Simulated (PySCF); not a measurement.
# Oxygen: a sound run and one with changed settings

Sound run: O⁺ [He] 2s2 2p3, O²⁺ [He] 2s2 2p2. Calculation: PySCF 2.14, in cc-pVTZ-DK; scalar relativity by spin-free X2C-1e. In the sound run the correlated levels freeze 1s2. The sound run starts from symmetry-adapted Hartree-Fock orbitals and uses a fine grid where one is needed.

Changed run: basis STO-3G, all-electron and non-relativistic. This setting is unsound on purpose.

```tsv
species	method	sound run (hartree)	changed run (hartree)	converged
O⁺	UHF	-74.42286	-73.44358	yes
O⁺	MN15	-74.57577	-73.25951	yes
O⁺	LDA	-74.06135	-73.04232	yes
O⁺	MP2	-74.52055	-73.44358	yes
O²⁺	UHF	-73.15288	-72.10797	yes
O²⁺	MN15	-73.28410	-71.91487	yes
O²⁺	LDA	-72.75421	-71.68829	yes
O²⁺	MP2	-73.22769	-72.11973	yes
O²⁺	CCSD(T)	-73.25061	-72.12986	yes
```

Ionisation energy of O⁺:

```json
{"method": "UHF", "sound run (eV)": "34.558", "changed run (eV)": "36.344"}
{"method": "MN15", "sound run (eV)": "35.148", "changed run (eV)": "36.590"}
{"method": "LDA", "sound run (eV)": "35.569", "changed run (eV)": "36.845"}
{"method": "MP2", "sound run (eV)": "35.180", "changed run (eV)": "36.024"}
{"method": "SCS-MP2", "sound run (eV)": "34.925", "changed run (eV)": "35.960"}
```

A minimal basis cannot let orbitals breathe on ionisation and holds almost no correlation. The Hamiltonian changed with the basis, so the totals do not compare.

For comparison, NIST gives 35.121 eV between the lowest levels.
